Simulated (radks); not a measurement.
Ionisation ladder of dysprosium, from Dy35+ to Dy46+. Each ion is in the ground configuration listed by NIST, and IE = E(next ion) - E(this ion). All-electron calculation, scalar-relativistic Kohn-Sham, LDA (Slater exchange, Perdew-Wang correlation), spin-polarised, spherical densities, point nucleus; open shells are filled with parallel spins first (spin-orbit coupling, left out, can overturn this in heavy ions). Program: a radial shooting solver on a logarithmic mesh with Libxc functionals.

species      configuration  IE, Delta-SCF (eV)  -e(HOMO) (eV)     HOMO  <r> HOMO (bohr)  IE, NIST (eV)       kind  error (eV)
Dy35+    [Ar] 3d10 4s2 4p1              1486.2         1464.0    4p up            0.477           1520     theory       -33.8
Dy36+        [Ar] 3d10 4s2              1647.6         1625.9       4s            0.464           1638     theory        +9.6
Dy37+        [Ar] 3d10 4s1              1698.9         1677.3    4s up            0.461         1691.7  semi-emp.        +7.2
Dy38+            [Ar] 3d10              2897.8         2845.6       3d            0.205           2882     theory       +15.8
Dy39+             [Ar] 3d9              3005.7         2952.8  3d down            0.204           2987     theory       +18.7
Dy40+             [Ar] 3d8              3114.6         3061.3  3d down            0.202           3098     theory       +16.6
Dy41+             [Ar] 3d7              3224.6         3170.8  3d down            0.200           3217     theory        +7.6
Dy42+             [Ar] 3d6              3335.4         3281.2  3d down            0.198           3331     theory        +4.4
Dy43+             [Ar] 3d5              3478.1         3421.9    3d up            0.196           3445     theory       +33.1
Dy44+             [Ar] 3d4              3594.0         3537.3    3d up            0.194           3607     theory       -13.0
Dy45+             [Ar] 3d3              3711.0         3653.7    3d up            0.193           3725     theory       -14.0
Dy46+             [Ar] 3d2              3828.9         3771.2    3d up            0.191           3852     theory       -23.1

Reference values: NIST Atomic Spectra Database (exp. = measured, semi-emp. = semi-empirical, theory = theoretical value adopted there). The ionisation energy per charge of the ion left behind rises most, in proportion, at Dy38+ ([Ar] 3d10), from 44.709 to 74.303 eV. Open shells are spherical and high-spin; term and fine-structure splittings are not resolved. Spin-orbit splitting is averaged out at the scalar-relativistic level.
